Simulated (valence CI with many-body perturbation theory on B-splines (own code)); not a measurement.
## Which ion has this spectrum?

A relativistic CI+MBPT calculation for an atom or ion with 13 electrons gives these levels (cm⁻¹):

```
  J  Parity        E     g
1/2     odd        0  0.66
1/2    even   916004  2.25
3/2     odd   930273  1.33
3/2    even  1684495  1.66
5/2    even  1785581  1.36
3/2    even  1920479  0.94
1/2    even  1985912  1.20
3/2    even  2303700  0.84
5/2    even  2442455  1.25
5/2    even  2732258  1.36
3/2     odd  2844049  1.23
1/2    even  2920247  1.86
3/2     odd  2957060  0.55
3/2    even  2961898  1.20
```

The energies are calculated, and their last digits are not significant.

Question: Which is it?
A. Ce45+
B. Nd47+
C. Pm48+
D. La44+

Answer: A. Ce45+, ground level (3s^2 3p1/2) J=1/2.
